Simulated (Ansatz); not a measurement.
Frontier orbitals of `C[N]=[Ta]([NH2])([NH2])[NH2]`.

```xyz
15

C     0.3991    2.5429   -0.0529
N     0.0357    1.1774    0.0609
Ta   -0.1260   -0.5935    0.0309
N    -1.7862   -0.9559   -1.0133
N    -0.1237   -1.1587    1.9435
N     1.3669   -1.6021   -0.8772
H     1.3498    2.6759   -0.5843
H     0.5058    3.0082    0.9350
H    -0.3650    3.1125   -0.5965
H    -2.1777   -1.8790   -1.1410
H    -2.4260   -0.2625   -1.3678
H    -0.2858   -2.1091    2.2475
H    -0.1092   -0.5438    2.7420
H     2.2660   -1.7660   -0.4459
H     1.4763   -1.6463   -1.8808
```

The species carries charge 0 and has multiplicity 1. Correlated methods include outer-core shells of Ta, which these sets cover unevenly. Ta: def2 effective core potential. The geometry is a stationary point of PBE0-D4/def2-TZVP. It is one conformer, not always the lowest. Basis def2-TZVPP, the Gaussian-basis code of Ansatz.

| functional | HOMO (eV) | LUMO (eV) |
| --- | --- | --- |
| PBE0 | -6.38 | 0.06 |

(1) Give HOMO and LUMO (eV) with LDA (SPW92), PBE, revPBE, BLYP, r2SCAN, B97M-V, B3LYP, r2SCANh, r2SCAN0, HSE06 (plane-wave form), BHLYP, CAM-B3LYP, LC-ωPBE, ωB97X-V, ωB97M-V. (Best estimate.)

## Answers

(1) Computed: 
| functional | HOMO | LUMO |
| --- | --- | --- |
| LDA (SPW92) | -5.26 | -1.03 |
| PBE | -5.11 | -0.82 |
| revPBE | -5.05 | -0.74 |
| BLYP | -4.99 | -0.72 |
| r2SCAN | -5.35 | -0.61 |
| B97M-V | -5.41 | -0.61 |
| B3LYP | -6.16 | -0.18 |
| r2SCANh | -5.83 | -0.29 |
| r2SCAN0 | -6.55 | 0.19 |
| HSE06 (plane-wave form) | -5.98 | -0.32 |
| BHLYP | -7.54 | 0.73 |
| CAM-B3LYP | -7.72 | 0.89 |
| LC-ωPBE | -9.05 | 2.08 |
| ωB97X-V | -8.71 | 1.85 |
| ωB97M-V | -8.64 | 1.41 |

B3LYP here is the variant with VWN-RPA as its local correlation; programs differ in this. LC-ωPBE has ω = 0.4 bohr⁻¹. Positive LUMOs are unbound and depend on the basis.
